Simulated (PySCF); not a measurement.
# PI₃: PBE0 against B3LYP

Base calculation in PySCF with density fitting and no spin–orbit coupling, PBE0/def2-TZVP (scalar-relativistic core potentials): singlet, C3v, P–I 2.448 Å (×3); I–P–I 102.6° (×3); wavenumbers 76 (×2), 113, 321, 344 (×2) cm⁻¹; dipole moment 0.05 D, gap between the highest occupied and lowest empty levels 4.46 eV, polar-tensor charge of P 1.00 e, atomisation energy (no zero-point energy) 676 kJ/mol.

Task: What changes on going to B3LYP/def2-TZVP (scalar-relativistic core potentials)?

Result: The point group stays the same. Changes: mean bond to P +0.037 Å, smallest bond angle +0.6 degrees, highest wavenumber -24 cm⁻¹, lowest wavenumber -2 cm⁻¹, dipole moment +0.05 D, gap between the highest occupied and lowest empty levels -0.54 eV, polar-tensor charge of P +0.03 e, atomisation energy (no zero-point energy) -43 kJ/mol. The new structure has P–I 2.485 Å (×3); I–P–I 103.2° (×3), with wavenumbers 74 (×2), 107, 304, 320 (×2) cm⁻¹.

Only the bonding shown was studied: isomers, or loss of a ligand pair, can lie lower.
